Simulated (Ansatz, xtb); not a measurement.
Relative energy of two isomers of C6H5Cl2F

Structure a is `F[C@H](Cl)C1=C(Cl)CC=C1`, a singlet and structure b is `C=C1C[C@H](Cl)C(F)=C1Cl`, a singlet. Both are isolated molecules in the gas phase, relaxed with B3LYP-D3(BJ)/def2-SVP; the shapes shown needn't be the lowest conformers.

a (Å):

```csv
atom,x (Å),y (Å),z (Å)
C,-1.5460,1.7079,0.6771
C,-0.7621,0.4600,0.8554
C,0.3206,0.2819,1.6511
C,0.8244,-1.1285,1.5371
C,-0.1379,-1.7398,0.5534
C,-1.0417,-0.8124,0.1707
Cl,-1.3088,2.3597,-0.9995
Cl,1.0752,1.4577,2.6660
F,-2.8771,1.4701,0.8535
H,-1.2248,2.5016,1.3641
H,1.8703,-1.1532,1.1803
H,0.8182,-1.6392,2.5173
H,-0.0867,-2.7763,0.2207
H,-1.8632,-0.9454,-0.5333
```

b (Å):

```xyz
14

C    -0.4263    0.8543   -0.5504
C    -0.6564    1.2637    0.7028
C    -0.6840    0.4117    1.9645
C    -1.2812    1.3133    3.0623
C    -1.2258    2.6703    2.4524
C    -0.9083    2.6374    1.1412
Cl   -3.0242    0.8818    3.4492
Cl   -0.8411    4.0076    0.1021
F    -1.5321    3.7439    3.1583
H    -0.2622   -0.2009   -0.7796
H    -0.3977    1.5710   -1.3737
H     0.3463    0.1372    2.2448
H    -1.2588   -0.5153    1.8424
H    -0.7644    1.2500    4.0282
```

Quicker runs give these differences E(b) − E(a): GFN2-xTB +2.56 kcal/mol; HF/STO-3G −3.26 kcal/mol (at GFN2-xTB geometries); r2SCAN-D4/def2-SVP +1.10 kcal/mol (at GFN2-xTB geometries).

Question: Which of the two would you expect CCSD(T)/def2-SVP + ΔMP2/def2-TZVPP electronic energies to favour?

Answer: Too close to call at this level: CCSD(T)/def2-SVP + ΔMP2/def2-TZVPP gives E(b) − E(a) = +1.40 kcal/mol.

How the difference moves with the method:

| level | geometry | E(b) − E(a) (kcal/mol) | departure from the last row (kcal/mol) | job, with rough time for the two |
| --- | --- | --- | --- | --- |
| GFN2-xTB | GFN2-xTB | +2.56 | +1.16 | optimisation, 0.18 s |
| HF/STO-3G | GFN2-xTB | −3.26 | −4.66 | single point, 0.58 s |
| r2SCAN-D4/def2-SVP | GFN2-xTB | +1.10 | −0.30 | single point, 5.6 s |
| B3LYP-D3(BJ)/def2-SVP | B3LYP-D3(BJ)/def2-SVP | +0.67 | −0.73 | optimisation, 78 s |
| HF/def2-SVP | B3LYP-D3(BJ)/def2-SVP | +2.16 | +0.75 | part of the CCSD(T) run |
| MP2/def2-SVP | B3LYP-D3(BJ)/def2-SVP | +3.05 | +1.64 | part of the CCSD(T) run |
| CCSD(T)/def2-SVP | B3LYP-D3(BJ)/def2-SVP | +1.98 | +0.58 | single point |
| CCSD(T)/def2-SVP + ΔMP2/def2-TZVPP | B3LYP-D3(BJ)/def2-SVP | +1.40 |  | single point, 2.8 min |

As drawn, both hold the same kinds of bond in the same numbers.

HF/STO-3G puts the two in the other order. The largest departure from CCSD(T)/def2-SVP + ΔMP2/def2-TZVPP is that of HF/STO-3G, 4.66 kcal/mol. The last row adds to CCSD(T) the change of the MP2 difference between the two basis sets, here −0.58 kcal/mol.

With thermal terms from frequencies at re-optimised GFN2-xTB minima (ideal gas, soft modes damped towards free rotors, one conformer each, 298.15 K, 1 atm): the zero-point term adds +0.24 kcal/mol; ΔH is +1.66 and ΔG +1.68 kcal/mol.

The correlated steps freeze 17 core orbitals. Codes used: Ansatz 0.2.0, xtb 6.7.1; the last row on 4 threads of Arm Neoverse V1 on a shared host.
